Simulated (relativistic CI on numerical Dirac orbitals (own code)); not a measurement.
# Line list: Forbidden lines, Fe2+

Method of calculation: Dirac-Coulomb-Breit CI, orbitals from a KLI potential per configuration, model QED (radiative potential, 1s self-energy scaled to tabulated hydrogen-like ionisation energies), valence Slater integrals scaled by 0.85, P86 correlation estimate, and configurations built on the next ion tied to the tabulated ionisation energy (semi-empirical) (own radial code, finite nucleus).

CI space (outside the closed core [Ne] 3s2): 3p⁶3d⁶, 3p⁶3d⁵4s, 3p⁶3d⁵4p, 3p⁶3d⁵4d, 3p⁶3d⁵5s, 3p⁶3d⁵4f, 3p⁶3d⁴4s², 3p⁶3d⁵5p, 3p⁶3d⁴4s4p, 3p⁶3d⁵5d, 3p⁶3d⁵5f, 3p⁶3d⁵5g, 3p⁶3d⁴4p², 3p⁶3d⁴4s4d, 3p⁵3d⁷. Levels of other configurations are missing.

```tsv
λ vac (nm)	Lower	Upper	Type	A (s⁻¹)	gf	Branching (%)
318.80	3p⁶3d⁶ ⁵D4 [1]	3p⁶3d⁶ ³D3 [22]	M1	1.83e-01	1.95e-09	55.7
323.03	3p⁶3d⁶ ⁵D3 [2]	3p⁶3d⁶ ³D3 [22]	M1	5.07e-02	5.55e-10	15.4
324.25	3p⁶3d⁶ ⁵D3 [2]	3p⁶3d⁶ ³D2 [21]	M1	2.24e-02	1.76e-10	9.5
326.07	3p⁶3d⁶ ⁵D2 [3]	3p⁶3d⁶ ³D3 [22]	M1	3.91e-02	4.37e-10	11.9
327.30	3p⁶3d⁶ ⁵D2 [3]	3p⁶3d⁶ ³D2 [21]	M1	8.70e-02	6.98e-10	37.1
329.29	3p⁶3d⁶ ⁵D1 [4]	3p⁶3d⁶ ³D2 [21]	M1	7.72e-02	6.28e-10	32.9
329.38	3p⁶3d⁶ ⁵D1 [4]	3p⁶3d⁶ ³D1 [20]	M1	1.13e-01	5.50e-10	38.1
330.36	3p⁶3d⁶ ⁵D0 [5]	3p⁶3d⁶ ³D1 [20]	M1	1.01e-01	4.93e-10	34.0
404.83	3p⁶3d⁶ ⁵D4 [1]	3p⁶3d⁶ ³G4 [16]	M1	1.14e-02	2.53e-10	21.0
408.43	3p⁶3d⁶ ⁵D3 [2]	3p⁶3d⁶ ³G3 [17]	M1	4.72e-03	8.27e-11	6.7
411.68	3p⁶3d⁶ ⁵D3 [2]	3p⁶3d⁶ ³G4 [16]	M1	2.83e-03	6.47e-11	5.2
448.71	3p⁶3d⁶ ⁵D4 [1]	3p⁶3d⁶ ³F3 [11]	M1	3.68e-02	7.77e-10	11.6
453.52	3p⁶3d⁶ ⁵D4 [1]	3p⁶3d⁶ ³F4 [10]	M1	3.87e-01	1.07e-08	83.1
453.70	3p⁶3d⁶ ⁵D3 [2]	3p⁶3d⁶ ³F2 [13]	M1	2.34e-02	3.61e-10	16.1
457.14	3p⁶3d⁶ ⁵D3 [2]	3p⁶3d⁶ ³F3 [11]	M1	2.07e-01	4.54e-09	65.0
459.71	3p⁶3d⁶ ⁵D2 [3]	3p⁶3d⁶ ³F2 [13]	M1	8.21e-02	1.30e-09	56.4
462.13	3p⁶3d⁶ ⁵D3 [2]	3p⁶3d⁶ ³F4 [10]	M1	7.40e-02	2.13e-09	15.9
463.23	3p⁶3d⁶ ⁵D2 [3]	3p⁶3d⁶ ³F3 [11]	M1	7.27e-02	1.64e-09	22.8
463.64	3p⁶3d⁶ ⁵D1 [4]	3p⁶3d⁶ ³F2 [13]	M1	3.99e-02	6.43e-10	27.4
1073.2	3p⁶3d⁶ ³F4 [10]	3p⁶3d⁶ ³D3 [22]	M1	6.85e-03	8.28e-10	2.1
```

Terms are leading LS components. Brackets give the number of a level in order of energy, since labels repeat. The list gives strong lines, with weight on those to low levels, without configurations that were not tied to measured data, among the lowest 300 of 4072 levels, so that lines to higher ones, which can be the strongest, are missing, and without lines across small gaps between configurations, and without 46 lines that miss the measured interval by over 3.5 %, start from a term whose rates miss tabulated ones by over 60 %, have gauges far apart or, lacking measured levels, span too small a gap for the errors found; lines with a level outside our table were not tested and can miss by more. Levels whose partners in the same complex of configurations lie outside the list can be far off, and so can their lines. Rates are taken at the computed energies, electric ones in the length gauge.

Configurations that consist of the next ion and one excited electron were tied to the tabulated ionisation energy; Rydberg ones are usually within 1,000 to 3,000 cm⁻¹ and the lowest ones within about 6,000 (9,000 in d shells), while levels on excited terms of the next ion carry the error of that term, and the other configurations can be misplaced by 10,000 cm⁻¹ or more. Rates follow the energies as ν³ (E1, M1) or ν⁵ (E2), so rates, branching and lifetimes can be off by large factors. The fine structure of a lone outer electron comes out too small, for d and f at times inverted, and misplaced configurations move strength between like terms. 66 of the 69 excited levels that our extract of the measured tables holds in this range could be paired (the sources list more); they are missed by 2643 cm⁻¹ on average and 6107 at most, and levels without a partner can miss by more.
